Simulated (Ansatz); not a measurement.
Ga₄P₄H₁₄, a cluster cut from wurtzite GaP (hydrogen-capped). Total charge 0; triplet. Geometry PBE-D4/def2-SVP, that of the neutral singlet; atoms count from 1.

```
atom    x (Å)    y (Å)    z (Å)
 Ga1   0.5917  -1.5936   2.1137
  P2  -1.5632  -1.5747   0.8805
 Ga3   0.8291   2.3272   1.1211
  P4   1.6919   0.1108   0.8410
  P5  -1.3421   1.9756  -0.0307
 Ga6  -1.9651  -0.1275  -0.9772
 Ga7   2.2685  -0.4945  -1.4032
  P8  -0.0398  -0.5913  -2.3132
  H9   0.1940  -1.0810   3.5529
 H10   1.1797  -3.0244   1.7982
 H11  -2.6756  -1.3687   1.7549
 H12  -1.9230  -2.8787   0.4173
 H13   0.4068   2.6022   2.6173
 H14   1.5736   3.3630   0.1911
 H15   2.9728   0.1945   1.4779
 H16  -2.4485   2.3503   0.7940
 H17  -1.5519   2.9281  -1.0763
 H18  -3.3709  -0.2194  -1.6755
 H19   2.7594  -1.9922  -1.4937
 H20   2.9179   0.7146  -2.1835
 H21  -0.3158  -1.8502  -2.9324
 H22  -0.1895   0.2297  -3.4742
```

Single mean-field runs in def2-TZVP are fitted with def2-universal-jkfit. At PBE0-D4/def2-TZVP a singlet of charge 0 lies 5.23 eV below the triplet at the same geometry.

(1) Estimate the Mulliken populations from the PBE0/def2-TZVP orbitals of Ansatz.

(2) Where does the spin sit?

(3) And the Mayer bond orders between heavy atoms (over 0.3)?

Answers

(1) 
```
atom  charge (e)  spin (α − β)
 Ga1        0.21          0.10
  P2       -0.32          0.59
 Ga3        0.19          0.05
  P4       -0.31          0.26
  P5       -0.26          0.08
 Ga6        0.22          0.15
 Ga7        0.19          0.05
  P8       -0.26          0.07
  H9       -0.02          0.10
 H10       -0.02          0.10
 H11        0.07          0.09
 H12        0.07          0.09
 H13       -0.06          0.00
 H14       -0.04          0.07
 H15        0.12         -0.01
 H16        0.12         -0.01
 H17        0.07          0.08
 H18       -0.04          0.01
 H19       -0.06          0.00
 H20       -0.04          0.06
 H21        0.12         -0.01
 H22        0.07          0.08
```
Mulliken values depend strongly on the basis.

(2) Summed by element: Ga 0.35, P 1.00, H 0.65, of 2 unpaired in all. Largest on single atoms: P2 0.59, P4 0.26, Ga6 0.15.

(3) Ga1–P2 0.73 (2.48 Å); Ga1–P4 0.67 (2.39 Å); P2–Ga6 0.76 (2.39 Å); Ga3–P4 0.71 (2.39 Å); Ga3–P5 0.64 (2.48 Å); P4–Ga7 0.71 (2.39 Å); P5–Ga6 0.76 (2.39 Å); Ga6–P8 0.76 (2.39 Å); Ga7–P8 0.64 (2.48 Å).
